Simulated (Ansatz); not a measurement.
Input file for Ansatz (a quantum-chemistry and plane-wave program): R-CCSD(T)/aug-cc-pV(T+d)Z on CH6S (a complex). Files ending in .json are basis or fitting sets from the Basis Set Exchange.

Ansatz 0.2 input:
```yaml
crystal:
  periodic: [false, false, false]
  atoms:
    - {symbol: C, position_ang: [-0.00797226, -0.05672570, 0.16889335]}
    - {symbol: H, position_ang: [-0.85349760, 0.21771153, 0.79809041]}
    - {symbol: H, position_ang: [-0.21597898, 0.22549257, -0.86207773]}
    - {symbol: H, position_ang: [0.88816304, 0.45909676, 0.51155769]}
    - {symbol: H, position_ang: [0.15033183, -1.13339962, 0.22228686]}
    - {symbol: S, position_ang: [0.43474475, -0.08633746, 4.10483596]}
    - {symbol: H, position_ang: [0.37199859, 1.02183277, 3.35021763]}
    - {symbol: H, position_ang: [0.45378084, -0.88452707, 3.02617026]}
basis:
  gaussian:
    orbitals: aug-cc-pV_T+d_Z.json
magnetization: {spin_polarized: false}
correlation: {method: ccsd_t, electrons: outside_noble_gas}
scf: {lower_state_search: off}
```

Program output:

```
WARN ansatz: RAYON_NUM_THREADS=1 ignored (pool sized by the plan → 1); use --threads N
Functional definition: HF
these checks for a lower state are left out or cut short: stability, starts, cluster_reference, orbital_swaps, neighbouring_geometries, increment
integrals: 1.40 GiB planned
1321 factors; integrals over basis functions are off by at most 9.6e-4 eV
mean field: 0.65 GiB planned
mean field evaluation 1: about -11941.8158 eV, gradient 2.7e1 eV
mean field evaluation 2: about -11941.8172 eV, gradient 2.7e1 eV
mean field evaluation 4: about -11943.8233 eV, gradient 2.2e0 eV
mean field evaluation 8: about -11943.8554 eV, gradient 1.2e-1 eV
mean field -11943.85548239 eV, -438.9285931417 hartree, gradient 2.7e-6 eV, S^2 0.000000; 0 other end points of the search recorded, 0 dependent functions left out
6 core orbitals not correlated
reference -11943.85548239 eV, -438.9285931417 hartree; 8, 8 occupied and 225, 225 virtual orbitals, 1321 factors
second order -10.83766926 eV of doubles, -0.00000000 eV of singles
coupled cluster: 1.64 GiB planned
cycle   1  -11.68164428 eV  change   -8.4e-1 eV  update   6.6e-2
cycle   2  -11.99759052 eV  change   -3.2e-1 eV  update   2.0e-2
cycle   3  -12.02488345 eV  change   -2.7e-2 eV  update   5.8e-3
cycle   4  -12.02329603 eV  change    1.6e-3 eV  update   1.6e-3
cycle   5  -12.02277008 eV  change    5.3e-4 eV  update   4.2e-4
cycle   6  -12.02266549 eV  change    1.0e-4 eV  update   1.4e-4
cycle   7  -12.02266242 eV  change    3.1e-6 eV  update   4.1e-5
cycle   8  -12.02266312 eV  change   -7.0e-7 eV  update   1.5e-5
perturbative correction -0.42387752 eV, -0.0155772116 hartree
Total energy: -11956.30202303 eV, -439.3859950737 hartree
Checks for a lower state left out: stability, starts, cluster_reference, orbital_swaps, neighbouring_geometries, increment
```

Self-consistency was reached.

Cost: roughly 7 core-minutes.
